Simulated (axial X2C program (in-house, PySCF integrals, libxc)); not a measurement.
Bond lengths and stretching modes, held linear, of GaCO⁺

Computed with an in-house all-electron X2C program for linear molecules (integrals from PySCF): two-component X2C with atomic mean-field Coulomb and Gaunt terms, Gaussian nuclei, basis Ga dyall-v3z, C dyall-v3z, O dyall-av3z with contracted cores. Spin-free rows use the one-electron spin-free X2C Hamiltonian.

Masses Ga 68.926, C 12.000, O 15.995 u. States: 2c Ω = 0 (all partner blocks equally filled); spin-free M_S = 0, Λ = 0 (closed shell).

BHandHLYP, 2c: energies above the lowest point

```json
{"r(Ga–C) (Å)": "2.7095", "r(C–O) (Å)": "1.0881", "E (meV)": "23.45"}
{"r(Ga–C) (Å)": "2.7095", "r(C–O) (Å)": "1.1160", "E (meV)": "17.16"}
{"r(Ga–C) (Å)": "2.7095", "r(C–O) (Å)": "1.1439", "E (meV)": "114.24"}
{"r(Ga–C) (Å)": "2.7790", "r(C–O) (Å)": "1.0881", "E (meV)": "13.06"}
{"r(Ga–C) (Å)": "2.7790", "r(C–O) (Å)": "1.1160", "E (meV)": "5.39"}
{"r(Ga–C) (Å)": "2.7790", "r(C–O) (Å)": "1.1439", "E (meV)": "101.09"}
{"r(Ga–C) (Å)": "2.7790", "r(C–O) (Å)": "1.1718", "E (meV)": "281.66"}
{"r(Ga–C) (Å)": "2.8485", "r(C–O) (Å)": "1.0881", "E (meV)": "9.16"}
{"r(Ga–C) (Å)": "2.8485", "r(C–O) (Å)": "1.1160", "E (meV)": "0.15"}
{"r(Ga–C) (Å)": "2.8485", "r(C–O) (Å)": "1.1439", "E (meV)": "94.54"}
{"r(Ga–C) (Å)": "2.9179", "r(C–O) (Å)": "1.1160", "E (meV)": "0.00"}
{"r(Ga–C) (Å)": "2.9179", "r(C–O) (Å)": "1.1718", "E (meV)": "271.18"}
```

Task: Fit a quadratic surface with cubic terms in each bond: where is the minimum, and what are the two stretching wavenumbers?

Result: At BHandHLYP, 2c: bonds 2.875 and 1.104 Å; harmonic stretches 112.9 and 2389.8 cm⁻¹; force constants 0.151, 22.9 and coupling -0.11 mdyn/Å.

The other levels and Hamiltonians give:

```
Hamiltonian      level  r(Ga–C) (Å)  r(C–O) (Å)  lower stretch (cm⁻¹)  upper stretch (cm⁻¹)
         2c       PBE0        2.776       1.115                 130.8                2313.0
  spin-free       PBE0        2.776       1.115                 130.8                2313.0
  spin-free  BHandHLYP        2.875       1.104                 112.9                2389.8
```

Each state is one determinant, the lowest of a limited PBE0 search; the stretches come from a fit to these few points and carry an uncertainty of a few per cent. Other orders of the atoms were not compared. Left out for rough or failed fits: HF 2c, MP2 2c, HF spin-free, MP2 spin-free. The molecule was held linear; bending was not examined, so a bent shape may lie lower.
